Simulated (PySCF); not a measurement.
Ga(H)2(SiH3) (GaH5Si), SMILES [SiH3][GaH2]. Coordinates come from a PBE0-D3(BJ)/def2-TZVP optimisation.

TDDFT-ωB97X/def2-SVPD (PySCF) puts the lowest singlet excitations at 4.26, 5.06, 7.14, 7.38, 7.45, 7.49 eV.

Q: What are the lowest excitation roots from ADC(2)/aug-cc-pVDZ (PySCF)? (An estimate is asked for; the answer gives what the named calculation found.)

A: 4.43, 5.40, 6.95, 7.20, 7.36, 7.62 eV. S1 differs by 0.17 eV (second minus first; roots are paired by order, and the bases may differ).
